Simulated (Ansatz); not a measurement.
Reactions of C₂H₇NS, SMILES `CNCS`.

Computed with Ansatz on PBE0-D4/def2-TZVP structures; ΔE is electronic, products minus reactants. CBS: MP2 limit from def2 TZ/QZ plus the TZ coupled-cluster correction, frozen cores. This one scheme is used for every species. Functionals use def2-TZVPP. For Br, Ge, Se outer-core shells are correlated without core-valence functions, which leaves a few kJ/mol of doubt a bond. Scalar relativity is left out up to krypton. One conformer a species, not always the lowest.

```
                                                      reaction  CCSD(T)/CBS(def2) (kcal/mol)
                                 `CNCS` + H₂O → `OCS` + CH₃NH₂                           7.5
               `CNCS` + `F[SiH]1CN1` → `F[SiH]1CN1CS` + CH₃NH₂                             ?
                              `CNCS` + H₂Se → `CNC[SeH]` + H₂S                          -1.6
               `CNCS` + `O[SiH](O)Br` → `CO[SiH](O)Br` + `NCS`                           6.5
`CNCS` + `[OH][GeH]([OH])[Cl]` → `C[O][GeH]([OH])[Cl]` + `NCS`                           6.9
```

(1) Fill in the missing values. (Estimate.)

Largest T1 diagnostic: 0.012, for `F[SiH]1CN1CS`.

Results:

(1) Computed: `CNCS` + `F[SiH]1CN1` → `F[SiH]1CN1CS` + CH₃NH₂: -3.8 kcal/mol.
